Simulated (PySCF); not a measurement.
## SMILES CC#CC1=C[Se]CCC1, C$_{8}$H$_{10}$Se

Molfile (atoms numbered from 1):
```
C8H10Se
     RDKit          3D

 19 19  0  0  0  0  0  0  0  0999 V2000
    4.0487   -0.1242   -0.3239 C   0  0  0  0  0  0  0  0  0  0  0  0
    2.6113    0.0209   -0.3061 C   0  0  0  0  0  0  0  0  0  0  0  0
    1.4143    0.1469   -0.2954 C   0  0  0  0  0  0  0  0  0  0  0  0
    0.0069    0.2793   -0.2585 C   0  0  0  0  0  0  0  0  0  0  0  0
   -0.5933    1.0668   -1.1600 C   0  0  0  0  0  0  0  0  0  0  0  0
   -2.4395    1.4256   -1.2893 Se  0  0  0  0  0  2  0  0  0  0  0  0
   -2.9902    0.4134    0.3083 C   0  0  0  0  0  0  0  0  0  0  0  0
   -2.1423   -0.8335    0.4776 C   0  0  0  0  0  0  0  0  0  0  0  0
   -0.6939   -0.5016    0.8232 C   0  0  0  0  0  0  0  0  0  0  0  0
    4.4567    0.0799    0.6664 H   0  0  0  0  0  0  0  0  0  0  0  0
    4.3183   -1.1404   -0.6125 H   0  0  0  0  0  0  0  0  0  0  0  0
    4.4850    0.5733   -1.0387 H   0  0  0  0  0  0  0  0  0  0  0  0
   -0.0154    1.5796   -1.9168 H   0  0  0  0  0  0  0  0  0  0  0  0
   -4.0430    0.1660    0.1630 H   0  0  0  0  0  0  0  0  0  0  0  0
   -2.8973    1.0775    1.1701 H   0  0  0  0  0  0  0  0  0  0  0  0
   -2.5696   -1.4430    1.2786 H   0  0  0  0  0  0  0  0  0  0  0  0
   -2.1695   -1.4234   -0.4427 H   0  0  0  0  0  0  0  0  0  0  0  0
   -0.6578    0.0740    1.7545 H   0  0  0  0  0  0  0  0  0  0  0  0
   -0.1391   -1.4278    0.9948 H   0  0  0  0  0  0  0  0  0  0  0  0
  1  2  1  0
  2  3  3  0
  3  4  1  0
  4  5  2  0
  5  6  1  0
  6  7  1  0
  7  8  1  0
  8  9  1  0
  9  4  1  0
  1 10  1  0
  1 11  1  0
  1 12  1  0
  5 13  1  0
  7 14  1  0
  7 15  1  0
  8 16  1  0
  8 17  1  0
  9 18  1  0
  9 19  1  0
M  END
```

Computed, not measured: GIAO PBE0/pcSseg-1 magnetisability, rotational g tensor and spin-rotation constants, non-relativistic, gas phase (PySCF 2.14.0). Geometry: GFN2-xTB.

The calculation is non-relativistic, which matters for the atoms heavier than Zn.

Give the nuclear spin-rotation constants along the inertial axes (H = +C I·J) beside the isotropic shieldings.

Rotational constants 2.6184, 0.5361, 0.4539 GHz. A star marks the isotopologue with that one atom substituted, in its own axes.
```tsv
atom	isotope	Caa (kHz)	Cbb (kHz)	Ccc (kHz)	mean (kHz)	σ (ppm)
H10	1H	-0.217	-0.043	-0.011	-0.090	29.5
H11	1H	-0.226	-0.047	-0.006	-0.093	29.6
H12	1H	-0.279	0.013	-0.048	-0.104	29.6
H13	1H	-0.192	0.044	-0.052	-0.067	25.0
H14	1H	0.024	-0.049	-0.044	-0.023	29.1
H15	1H	-0.244	-0.059	0.015	-0.096	28.7
H16	1H	-0.277	0.016	-0.049	-0.103	29.6
H17	1H	-0.290	-0.053	0.011	-0.111	29.9
H18	1H	-0.277	-0.054	0.011	-0.106	29.5
H19	1H	-0.114	-0.026	-0.039	-0.060	29.4
C1	13C*	0.304	0.066	0.056	0.142	181.3
C2	13C*	0.306	0.167	0.152	0.208	94.2
C3	13C*	0.067	0.187	0.170	0.141	98.5
C4	13C*	1.080	0.198	0.058	0.445	63.6
C5	13C*	1.081	0.224	0.067	0.457	48.2
Se6	77Se*	4.334	1.042	0.705	2.027	1538.0
C7	13C*	0.414	0.089	0.071	0.191	156.1
C8	13C*	0.446	0.086	0.058	0.197	161.1
C9	13C*	0.447	0.094	0.068	0.203	152.9
```
For the geometry as given, no vibrational averaging.
